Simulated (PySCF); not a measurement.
Compound: 2-ethoxy-2-oxo-1,3,2-dioxaphospholane, C4H9O4P.
SMILES with atom numbers: `[CH3:1][CH2:2][O:3][P:4]1(=[O:5])[O:6][CH2:7][CH2:8][O:9]1` (hydrogens: H10, H11, H12 on C1; H13, H14 on C2; H15, H16 on C7; H17, H18 on C8)

Geometry (PBE0-D3(BJ)/def2-SVP, Å), atoms numbered from 1 in this order:
```xyz
18
C4H9O4P angstrom
C      2.6233   -1.0437   -0.1670
C      2.1305    0.3648   -0.3980
O      0.7306    0.3876   -0.6964
P     -0.3566    0.3303    0.4767
O      0.1626    0.6416    1.8166
O     -1.0950   -1.1021    0.2518
C     -2.4439   -0.9379   -0.1530
C     -2.5085    0.4450   -0.8014
O     -1.5771    1.2368   -0.0824
H      2.3649   -1.6925   -1.0171
H      2.1779   -1.4671    0.7462
H      3.7172   -1.0492   -0.0450
H      2.6187    0.8239   -1.2697
H      2.3190    0.9985    0.4827
H     -3.1024   -0.9989    0.7301
H     -2.7103   -1.7429   -0.8524
H     -3.5023    0.9063   -0.7215
H     -2.2136    0.4053   -1.8642
```

Linear response at CAM-B3LYP/def2-SVPD (PySCF, frozen core in the response, non-relativistic).

Static isotropic polarisability: 79.69 au (11.81 Å³), principal values 71.4, 73.4, 94.3 au.

(1) What is the polarisability at 1064 nm and at the sodium D line?

(2) What is the isotropic C6 coefficient between two such molecules, C6 = (3/π)∫α(iω)² dω?

(3) Which effective excitation energy ω̄ makes London's formula C6 = (3/4)α²ω̄ exact here?

(4) What molar refraction at the D line follows from R = (4π/3)·N_A·α′, with α′ the polarisability volume?

(5) What n − 1 at the D line would an ideal gas of it have at 273.15 K and 1 atm (2.6868 × 10¹⁹ cm⁻³), by n − 1 = 2π·N·α′?

(6) The lowest 6 singlets have (eV, f): 7.78, 0.005; 8.09, 0.041; 8.24, 0.005; 8.68, 0.027; 8.73, 0.008; 8.89, 0.025. What share of the static polarisability do they carry in the sum over states α = Σ f/ω²?

Answers

(1) 80.16 au at 1064 nm (+0.6 %), 81.25 au at 589.3 nm (+2.0 %). The rise at 589.3 nm is 3.33 times that at 1064 nm; a pure ω² law gives 3.26. The lowest singlet lies at 159 nm, shorter than both wavelengths.

(2) 3041 au (Eh·bohr⁶) by a ten-point quadrature over imaginary frequencies, which is 1820 eV·Å⁶ or 175 J·nm⁶/mol.

(3) ω̄ = 4·C6/(3α²) = 0.638 Eh = 17.4 eV. A one-pole form α(ω) = α/(1 − ω²/ω̄²) fitted to the 1064 nm value gives 15.2 eV.

(4) α′ = 12.04 Å³ gives R = 30.37 cm³/mol, for isolated, non-vibrating species.

(5) 20.33 × 10⁻⁴, a formal value whether or not that pressure can be reached.

(6) 1.16 au, 1.5 % of α; the largest term, 0.47 au, is that of the state at 8.09 eV. Their oscillator strengths add up to 0.11. Higher states carry the rest.

One conformer stands for the species.
